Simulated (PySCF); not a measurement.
CH5BrSi.
Atom-mapped SMILES: `[CH3:1][SiH2:2][Br:3]` (hydrogens: H4, H5, H6 on C1; H7, H8 on Si2)

Method used: PBE0-D3(BJ)/def2-SVP geometry optimisation, gas phase in PySCF 2.14.0.

Give the optimised bond lengths and angles.

| bond | length (Å) | order |
| --- | --- | --- |
| C1–Si2 | 1.867 | single |
| Si2–Br3 | 2.234 | single |
| C1–H4, C1–H5, C1–H6 | 1.101 | single |
| Si2–H7, Si2–H8 | 1.491 | single |

Bonds in one row agree within 0.01 Å and their mean is given. Orders are formal, as drawn. A selection of angles:
| angle | degrees |
| --- | --- |
| Si2–C1–H4 | 110.7 |
| Si2–C1–H6 | 109.9 |
| H4–C1–H5 | 108.4 |
| H4–C1–H6 | 108.6 |
| C1–Si2–Br3 | 109.4 |
| C1–Si2–H7 | 111.6 |
| Br3–Si2–H7 | 107.2 |
| H7–Si2–H8 | 109.6 |

Si2 (SiH2 silicon) is tetrahedral (angles from 107.2° to 111.6°).

Point group: Cs (every atom within 0.08 Å of its image). Not checked by PBE0-D3(BJ)/def2-SVP frequencies.
